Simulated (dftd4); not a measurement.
C7H12O2 (SMILES C=C(C)C(=O)OC(C)C), singlet, geometry from GFN2-xTB; D4 for bp86 (dftd4 4.2.0).

dftd4 was given this input:
```
$ dftd4 mol.xyz --func bp86 --charge 0 --json dftd4.json --noedisp

# file mol.xyz
21

C      2.49886392     0.41496650    -0.09857295
C      1.75635094    -0.54116509     0.44818952
C      2.30767317    -1.66965171     1.25949003
C      0.27403095    -0.56287619     0.29342406
O     -0.43535927    -1.41048866     0.78168372
O     -0.18309323     0.44933142    -0.44899844
C     -1.60130035     0.52108135    -0.66381330
C     -1.81606096     1.27894483    -1.96591546
C     -2.26883926     1.21046334     0.52176712
H      2.05916548     1.20921452    -0.67532085
H      3.57006251     0.42803160     0.01644383
H      3.38867609    -1.60073342     1.33850803
H      2.03584880    -2.61958287     0.80227429
H      1.86822066    -1.65670854     2.25547410
H     -1.98086283    -0.50600044    -0.74763162
H     -1.42574453     2.28935404    -1.87467858
H     -2.87692297     1.32634783    -2.19360694
H     -1.30062128     0.77927304    -2.78199954
H     -2.09719264     0.63641320     1.42903669
H     -1.85827709     2.20935727     0.65170196
H     -3.33904245     1.28371330     0.35090193
```

**Question.** Predict the main parts of the log of this dftd4 run.

**Answer.** 
```
                    ____  _____ _____     ____  _  _
      -------------|  _ \|  ___|_   _|---|  _ \| || |------------
     |             | | | | |_    | | ___ | | | | || |_           |
     |             | |_| |  _|   | ||___|| |_| |__   _|          |
     |             |____/|_|     |_|     |____/   |_|            |
     |             ===================================           |
     |            E. Caldeweyher, S. Ehlert & S. Grimme          |
     |          Mulliken Center for Theoretical Chemistry        |
     |                    University of Bonn                     |
      -----------------------------------------------------------

Rational (Becke-Johnson) damping: bp86-D4-ATM
---------------------
  s6         1.0000
  s8         3.3550
  s9         1.0000
  a1         0.4365
  a2         4.9241
 alp        16.0000
--------------------

Dispersion energy:      -2.3201164597864E-02 Eh

[Info] JSON dump of results written to 'dftd4.json'
```
